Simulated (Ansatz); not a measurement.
Ideal-gas functions of Cl$_{2}$H$_{2}$O$_{2}$Si, SMILES `O[Si](O)(Cl)Cl` at 298.15 K and 1 bar, from an Ansatz frequency run at PBE0-D4/def2-TZVP.

Molar mass 133.01 g/mol, point group C1 (symmetry number 1), electronic degeneracy 1, moments of inertia 173.828, 254.969, 304.662 u Å². Harmonic wavenumbers (cm⁻¹, unscaled): 127, 166, 210, 267, 277, 303, 333, 506, 605, 815, 825, 926, 1011, 3914, 3922.

Use S(trans) = R[1.5 ln M + 2.5 ln T − 1.1517]; rotational temperatures θ = 24.2544 K / I; S(rot) = R[ln(√π/σ · √(T³/θAθBθC)) + 1.5]; for each mode x = 1.438777 ν̃/T, S = R[x/(eˣ − 1) − ln(1 − e⁻ˣ)] and H = RT x/(eˣ − 1); 1 cm⁻¹ = 0.0119627 kJ/mol; R = 8.31446 J/(mol·K).

By hand: the entropy, in J/(mol·K).

Translation 169.8. Rotation: θ = 0.1395, 0.0951, 0.0796 K, giving 116.8. Vibration, mode by mode: 12.51, 10.38, 8.55, 6.76, 6.49, 5.86, 5.21, 2.69, 1.85, 0.82, 0.79, 0.53, 0.37, 0.00, 0.00, in all 62.8. Electronic 0.0. Sum 349.4 J/(mol·K).

By hand: H − E and G − E in kJ/mol, counted from the electronic energy.

Zero-point energy ½ × 14207 × 0.0119627 = 85.0; thermal vibration 10.9; translation, rotation and pV give 4 RT = 9.9. H − E = 105.8 kJ/mol, and G − E = 105.8 − 298.15 × 349.4/1000 = 1.6 kJ/mol.

Vibration gives 18 % of the entropy, 12.5 J/(mol·K) of it from the mode under 150 cm⁻¹: soft modes count most, and the harmonic formula is weakest for them. The sum counts one conformer and one mirror image; others add a mixing term.
